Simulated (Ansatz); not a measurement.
A structure relaxed at PBE0-D4/def2-TZVP, charge 0, multiplicity 1:

```xyz
8

B    -0.888    1.218   -0.463
P    -0.070   -0.394   -0.804
B     0.687   -1.130    0.759
F     1.873   -1.703    0.721
Cl   -0.206   -1.151    2.261
H    -0.871    2.069   -1.297
H    -1.510    1.330    0.545
H     0.986   -0.240   -1.722
```

(1) Give its formula and SMILES.

(2) Summarise the bond lengths by kind.

## Answers

(1) B2ClFH3P, `BPB(F)Cl`.

(2) 2 × B–P 1.840 to 1.886 Å; 2 × B–H 1.191 Å; 1 × H–P 1.407 Å; 1 × B–F 1.317 Å; 1 × B–Cl 1.747 Å.

All numbers were calculated with Ansatz.
